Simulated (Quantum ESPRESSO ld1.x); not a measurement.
All-electron atom: Ge2+ in [Ar] 3d10 4s2.

Method: Dirac Kohn-Sham, PW91, spin-unpolarised, spherical densities, point nucleus; speed of light set to 685.18 atomic units (5 times the physical value, a model run); computed with ld1.x of Quantum ESPRESSO 7.5.

Energy parts (eV):
part                     energy
total                  -56521.4
kinetic                 56532.2
electron-nucleus      -134698.5
Hartree                 23785.0
exchange-correlation    -2140.2

Orbitals (lengths in bohr, moments of r in powers of bohr; <r^-3> diverges for s and p1/2):
[
 {"orbital": "1s1/2", "occ.": "2", "eigenvalue (eV)": "-10831.4", "<r^2>": "0.003064", "<r^-3>": "-", "<r>": "0.04782", "<r^4>": "0.00002388", "small-component weight": "5.29e-04"},
 {"orbital": "2s1/2", "occ.": "2", "eigenvalue (eV)": "-1358.66", "<r^2>": "0.05379", "<r^-3>": "-", "<r>": "0.2137", "<r^4>": "0.004995", "small-component weight": "1.02e-04"},
 {"orbital": "2p1/2", "occ.": "2", "eigenvalue (eV)": "-1211.98", "<r^2>": "0.04191", "<r^-3>": "-", "<r>": "0.1851", "<r^4>": "0.003522", "small-component weight": "1.01e-04"},
 {"orbital": "2p3/2", "occ.": "4", "eigenvalue (eV)": "-1210.75", "<r^2>": "0.04197", "<r^-3>": "940.3", "<r>": "0.1852", "<r^4>": "0.003531", "small-component weight": "1.01e-04"},
 {"orbital": "3s1/2", "occ.": "2", "eigenvalue (eV)": "-183.097", "<r^2>": "0.4644", "<r^-3>": "-", "<r>": "0.6346", "<r^4>": "0.3481", "small-component weight": "2.32e-05"},
 {"orbital": "3p1/2", "occ.": "2", "eigenvalue (eV)": "-134.526", "<r^2>": "0.4988", "<r^-3>": "-", "<r>": "0.6510", "<r^4>": "0.4322", "small-component weight": "2.12e-05"},
 {"orbital": "3p3/2", "occ.": "4", "eigenvalue (eV)": "-134.360", "<r^2>": "0.4994", "<r^-3>": "126.2", "<r>": "0.6514", "<r^4>": "0.4334", "small-component weight": "2.12e-05"},
 {"orbital": "3d3/2", "occ.": "4", "eigenvalue (eV)": "-50.0936", "<r^2>": "0.6756", "<r^-3>": "14.31", "<r>": "0.7279", "<r^4>": "1.095", "small-component weight": "1.61e-05"},
 {"orbital": "3d5/2", "occ.": "6", "eigenvalue (eV)": "-50.0698", "<r^2>": "0.6760", "<r^-3>": "14.29", "<r>": "0.7281", "<r^4>": "1.097", "small-component weight": "1.61e-05"},
 {"orbital": "4s1/2", "occ.": "2", "eigenvalue (eV)": "-28.9153", "<r^2>": "4.401", "<r^-3>": "-", "<r>": "1.967", "<r^4>": "30.31", "small-component weight": "3.10e-06"}
]

The highest occupied level is 4s1/2 at -28.915 eV. The density falls to 0.001 e/bohr^3 at r = 3.43 bohr.
